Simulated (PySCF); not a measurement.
# Potential energy of PbCl along the bond

Set-up: basis Pb def2-SVP with ECP60, Cl def2-SVP; scalar-relativistic core potentials; PySCF 2.14. Energies in eV from Pb + Cl in their ground configurations at the same level. State: ²Π (doublet), unpaired electrons π ↑.

All columns are UHF. A positive dipole means Pb(−)Cl(+).

| R (Å) | E (eV) | μ (D) | Mulliken charge on Pb (basis-dependent) | HOMO (eV) | LUMO (eV) | Mayer bond order | ⟨S²⟩ |
| --- | --- | --- | --- | --- | --- | --- | --- |
| 2.147 | -1.083 | -1.72 | 0.39 | -6.39 | 0.18 | 1.00 | 0.76 |
| 2.247 | -1.746 | -2.47 | 0.42 | -6.58 | 0.02 | 0.95 | 0.76 |
| 2.347 | -2.116 | -3.21 | 0.45 | -6.76 | -0.14 | 0.92 | 0.76 |
| 2.422 | -2.254 | -3.75 | 0.47 | -6.89 | -0.26 | 0.89 | 0.76 |
| 2.497 | -2.303 | -4.28 | 0.49 | -7.02 | -0.37 | 0.86 | 0.76 |
| 2.572 | -2.287 | -4.81 | 0.50 | -7.15 | -0.48 | 0.84 | 0.76 |
| 2.672 | -2.190 | -5.50 | 0.52 | -7.32 | -0.63 | 0.81 | 0.76 |
| 2.797 | -1.991 | -6.33 | 0.54 | -7.52 | -0.80 | 0.77 | 0.76 |
| 2.946 | -1.688 | -7.28 | 0.56 | -7.75 | -1.00 | 0.74 | 0.76 |
| 3.146 | -1.244 | -8.44 | 0.58 | -8.03 | -1.24 | 0.69 | 0.77 |

A fit through these points gives, at Re = 2.513 Å, μ = -4.40 D and dμ/dR = -7.05 D/Å; the reduced mass is 29.94 u.

Task: How strong is the fundamental in the double-harmonic approximation, I = 42.26·(dμ/dR)²/μred km/mol?

Result: I = 42.26·(-7.05)²/29.94 = 70.2 km/mol at UHF.

These are scalar-relativistic numbers at best; spin–orbit coupling would shift them, the dissociation energy most. Hartree–Fock leaves out correlation, which carries a large part of most bond energies and some tenths to 1 eV of ionisation energies. The state was picked by a PBE0 search and need not be the measured ground state.
